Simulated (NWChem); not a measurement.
System: C2H4FNSi; SMILES N#CC[SiH2]F

```xyz
9

N      0.7210    -2.5455    -0.2222
C      0.0345    -1.6760     0.1150
C     -0.8078    -0.5638     0.5055
Si    -0.3343     1.0777    -0.3069
F      1.1002     1.5491     0.2841
H     -0.7765    -0.4365     1.6007
H     -1.8561    -0.7842     0.2378
H     -1.3561     2.0890     0.0742
H     -0.2205     0.9184    -1.7783
```
Atoms are numbered in this order, from 1.

Results from NWChem. Pople sets run with spherical d functions. All runs use the structure optimised with PBE0/def2-SVP. GIAO values for the isolated, static molecule; σ is the absolute isotropic shielding, δ = σ(reference) − σ with the isolated reference molecule computed at the same levels (13C: tetramethylsilane, 1H: tetramethylsilane, 15N: ammonia).

**Question.** Predict the results for B3LYP/6-31G*. Quantities: δ N1 (ppm); δ C2 (ppm); δ C3 (ppm); δ H6 (ppm); δ H7 (ppm); δ H8 (ppm); δ H9 (ppm).

**Answer.** The δ N1 (ppm) is 254.6. The δ C2 (ppm) comes out as 101.5 and the δ C3 (ppm) comes out as 4.6. The δ H6 (ppm) comes out as 1.63. The δ H7 (ppm) is 1.01 and the δ H8 (ppm) comes out as 5.25. The δ H9 (ppm) comes out as 5.54.
